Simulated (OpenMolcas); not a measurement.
Multiconfigurational calculation on P II

Input:

```
&GATEWAY
Coord
1

P 0.0 0.0 0.0
Basis=ANO-R3
Group=XYZ
NoMove
AngMom=0.0 0.0 0.0
AMFI
&SEWARD
&RASSCF
FileOrb=start.orb
Symmetry=1
Spin=3
nActEl=2 0 0
Inactive=3 3
Ras2=0 3
CIRoot=3 3 1
SDav=3
CIMx=300
Iter=120 100
PrWF=0.3
OrbListing=Nothing
MaxOrb=0
Atom
>>> COPY $Project.JobIph JOB001
&RASSCF
FileOrb=start.orb
Symmetry=1
Spin=1
nActEl=2 0 0
Inactive=3 3
Ras2=0 3
CIRoot=6 6 1
SDav=6
CIMx=300
Iter=120 100
PrWF=0.3
OrbListing=Nothing
MaxOrb=0
Atom
>>> COPY $Project.JobIph JOB002
&RASSI
NrOfJobIphs=2 3 6
1 2 3
1 2 3 4 5 6
IphNames
JOB001
JOB002
EJob
SpinOrbit
DIPRint=1.0
SOCoupling=1000.0
Subsets=2
MEES
Property=10
'ANGMOM' 1 'ANGMOM' 2 'ANGMOM' 3 'MLTPL  1' 1 'MLTPL  1' 2 'MLTPL  1' 3
'AMFI' 1 'AMFI' 2 'AMFI' 3 'MLTPL  2' 6
SOProperty=3
'ANGMOM' 1 'ANGMOM' 2 'ANGMOM' 3
```

A driver script runs the steps one by one and writes start.orb anew before each from the orbitals found so far.

Output, cut to the results:

```
--- SEWARD ---
Basis set label: P.ANO-R...6S5P4D2F1G.

      Electronic valence basis set:
      ------------------
      Associated Effective Charge  15.000000 au
      Associated Actual Charge     15.000000 au
      Nuclear Model: Finite nucleus - Gaussian distribution
        Gaussian exponent, Xi/bohr**(-2):  4.11175E+08

      Shell  nPrim  nBasis  Cartesian Spherical Contaminant
         s      16       6        X
         p      11       5        X
         d       7       4                 X
         f       5       2                 X
         g       1       1                 X
                  Relativistic X2C integrals
                  Atomic mean-field integrals
--- RASSCF ---
Wave function specifications:
      -----------------------------

      Number of closed shell electrons          12
      Number of electrons in active shells       2
      Max number of holes in RAS1 space          0
      Max nr of electrons in RAS3 space          0
      Number of inactive orbitals                6
      Number of active orbitals                  3
      Number of secondary orbitals              55
      Spin quantum number                      1.0
      State symmetry                             1
Orbital specifications:
      -----------------------

      Symmetry species                           1   2
                                                ag  au
      Frozen orbitals                            0   0
      Inactive orbitals                          3   3
      Active orbitals                            0   3
      RAS1 orbitals                              0   0
      RAS2 orbitals                              0   3
      RAS3 orbitals                              0   0
      Secondary orbitals                        32  23
      Deleted orbitals                           0   0
      Number of basis functions                 35  29
      Number of CSFs                             3
      Number of root(s) required                 3
      Iter CI   SX   CI       RASSCF       Energy    max ROT     max BLB   max BLB  Level Ln srch  Step   QN
          iter iter root      energy       change     param      element    value   shift minimum  type update
 Nr of preliminary CI iterations:   1
        1   1   11    0  -341.16268461    0.00E+00   5.11E-02    3   4 1  3.50E-02*  0.00   0.00    SX    NO
        2   1   11    0  -341.16628357   -3.60E-03*  7.82E-03    3  12 2 -7.95E-03*  0.00   0.00    SX    NO
        3   1   10    0  -341.16637604   -9.25E-05*  1.51E-03    3  12 2  2.89E-03*  0.00   0.00    SX    NO
        4   1    9    0  -341.16638076   -4.72E-06*  3.64E-04    3  12 2 -8.12E-04*  0.00   0.00    SX    NO
        5   1    9    0  -341.16638103   -2.71E-07*  5.45E-05    2  11 2  2.20E-04*  0.00   0.82    QN   YES
        6   1    7    0  -341.16638105   -1.77E-08*  8.20E-06    3   4 1  1.43E-05   0.00   1.04    QN   YES
        7   1    3    0  -341.16638105   -1.78E-10   1.53E-06    3   4 1  2.07E-06   0.00   1.17    QN   YES
      Convergence after  7 iterations
        8   1    3    0  -341.16638105   -5.34E-12   1.53E-06    3   6 1 -4.81E-07   0.00   1.17    QN   YES
      Natural orbitals and occupation numbers for root  1
      sym 2:   1.000000  -0.000000   1.000000
      Natural orbitals and occupation numbers for root  2
      sym 2:   1.000000   1.000000   0.000000
      Natural orbitals and occupation numbers for root  3
      sym 2:   0.000000   1.000000   1.000000
::    RASSCF root number  1 Total energy:   -341.16638105
::    RASSCF root number  2 Total energy:   -341.16638105
::    RASSCF root number  3 Total energy:   -341.16638105
--- RASSCF ---
Wave function specifications:
      -----------------------------

      Number of closed shell electrons          12
      Number of electrons in active shells       2
      Max number of holes in RAS1 space          0
      Max nr of electrons in RAS3 space          0
      Number of inactive orbitals                6
      Number of active orbitals                  3
      Number of secondary orbitals              55
      Spin quantum number                      0.0
      State symmetry                             1
Orbital specifications:
      -----------------------

      Symmetry species                           1   2
                                                ag  au
      Frozen orbitals                            0   0
      Inactive orbitals                          3   3
...
--- RASSI ---
SPIN-FREE ENERGIES:
  (Shifted by EMIN (a.u.) =       -341.1663810469)

 SF State       Relative EMIN(au)   Rel lowest level(eV)    D:o, cm**(-1)      L_eff

     1             0.0000000000        0.0000000000              0.0000         1.0
     2             0.0000000000        0.0000000000              0.0000         1.0
     3             0.0000000000        0.0000000000              0.0000         1.0
     4             0.0516129445        1.4044597672          11327.7320         2.0
     5             0.0516129445        1.4044597672          11327.7320         2.0
     6             0.0516129445        1.4044597672          11327.7320         2.0
     7             0.0516129445        1.4044597672          11327.7320         2.0
     8             0.0516129445        1.4044597672          11327.7320         2.0
     9             0.1277936631        3.4774427258          28047.4671         0.0
     Dipole printing threshold changed to   1.00000000E+00
Eigenvalues of complex Hamiltonian:
   -----------------------------------
  (Shifted by EMIN (a.u.) =       -341.1663810469)

 SO State       Relative EMIN(au)   Rel lowest level(eV)    D:o, cm**(-1)     J-value

     1            -0.0013076311        0.0000000000              0.0000         0.0
     2            -0.0006413247        0.0181311207            146.2374         0.6
     3            -0.0006413247        0.0181311207            146.2374         1.0
     4            -0.0006413247        0.0181311207            146.2374         0.6
     5             0.0006255111        0.0526034770            424.2757         1.1
     6             0.0006255111        0.0526034770            424.2757         1.8
     7             0.0006255111        0.0526034770            424.2757         1.3
     8             0.0006255111        0.0526034770            424.2757         1.8
     9             0.0006255111        0.0526034770            424.2757         1.7
...
```

The J values that RASSI prints are effective ones from its own formula and need not be integers or half-integers; the table below assigns J from the states.

Levels above the lowest, from the spin-orbit matrix, grouped by J:

```csv
Configuration,Term,J,E (cm-1),Measured (cm-1),g,Term weight %
3s2 3p2,3P,0,0.0,0.0,,100
3s2 3p2,3P,1,146,165,1.501,100
3s2 3p2,3P,2,424,469,1.501,100
3s2 3p2,1D,2,11618,8882,1.000,100
3s2 3p2,1S,0,28340,21576,,100
```

Against the 4 measured excited levels shown (NIST Handbook of Basic Atomic Spectroscopic Data) the mean absolute deviation is 2400 cm-1; the largest miss in energy is 3s2 3p2 1S0: computed 28340, measured 21576 cm-1 (+31.4 %).

Without dynamic correlation excited terms often stand tens of per cent too high (terms of higher spin than the ground term too low), and those without a measured partner can miss by more than the paired ones. With the s shell closed, the reference lacks s² → p² mixing. Computed and measured levels are paired by configuration, term and J; levels that our copy of the source lacks, or whose pairing is in doubt (as where it misses far off the trend of its configuration), stay unpaired and out of the deviations. Levels of configurations outside the active space are missing.

The term weight is that of the spin-free term in the level, not the purity of its configuration.
